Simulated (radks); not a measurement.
Effect of the nuclear size on the potassium ion K2+, [Ne] 3s2 3p5. All-electron calculation, Dirac Kohn-Sham, LDA (Slater exchange, Perdew-Wang correlation), spin-unpolarised, spherical densities, finite nucleus; open shells are shared between the two j in proportion to 2j + 1; Fermi nuclear charge, rms radius 3.4349 fm. Program: a radial shooting solver on a logarithmic mesh with Libxc functionals. The rms radius is varied about that value; shifts are against it.

rms radius (fm)  total energy shift (eV)  density at nucleus (e/bohr^3)  1s1/2 shift (meV)  2s1/2 shift (meV)  2p1/2 shift (meV)
2.9197                          -0.00651                           5176              -2.75             -0.212              0.034
3.2494                          -0.00246                           5163              -1.04             -0.080              0.013
3.4349                                 0                           5156              0.000              0.000              0.000
3.5929                           0.00220                           5151              0.929              0.072             -0.011
4.2249                            0.0120                           5131               5.05              0.390             -0.062

Slopes of the eigenvalues against <r^2> in GHz/fm^2, as finite differences over the two radii next to the reference (eigenvalue slopes, not the field-shift constants of lines): 1s1/2 202, 2s1/2 15.6.
